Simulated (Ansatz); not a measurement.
Reaction (ligand exchange at the Al–S bond): `C[O][Al]([NH2])[SH]` + HCl → `C[O][Al]([NH2])[Cl]` + H₂S

Isolated molecules relaxed with PBE0-D4/def2-TZVP in Ansatz; ΔE leaves out vibrations. CCSD(T)/CBS is the MP2 limit (def2-TZVPP, def2-QZVPP) plus CCSD(T) − MP2 in def2-TZVPP, frozen cores. This one scheme is used for every species. DFT in def2-TZVPP. B3LYP here is the variant with VWN-RPA as its local correlation; programs differ in this. Each species was taken in one conformer, which may not be the lowest.

| level | ΔE (kJ/mol) |
| --- | --- |
| r2SCAN-D4 | -56.1 |
| B3LYP-D4 | -56.9 |
| ωB97M-V | -57.7 |
| PBE0 | -54.0 |
| HF/def2-TZVPP | -68.0 |
| CCSD/def2-TZVPP | -57.3 |
| CCSD(T)/def2-TZVPP | -55.3 |
| CCSD/CBS(def2) | -57.6 |

**Question.** What does CCSD(T)/CBS give? (Best estimate.)

**Answer.** The calculation gave: -55.6 kJ/mol. The listed levels differ from it by -0.5, -1.3, -2.1, 1.6, -12.4, -1.7, 0.3, -2.0 kJ/mol.

Largest T1 diagnostic among the species: 0.011.

From BLYP to BHLYP (50 % exact exchange), in def2-TZVPP and without D4, ΔE moves by −4.5 kJ/mol. In def2-TZVPP, CCSD(T) changes the Hartree–Fock value by +12.7 kJ/mol (the triples alone add +2.1 kJ/mol) and MP2 by +12.1 kJ/mol. Leaving LDA and LC-ωPBE aside and taking each functional with its dispersion term where it has one, the values, not all of them listed here, spread over 10.4 kJ/mol, from BHLYP-D4 to revPBE-D4.

CCSD(T)/CBS has its own doubt, a few kJ/mol and more with outer-core shells, so smaller differences from it don't rank the levels.
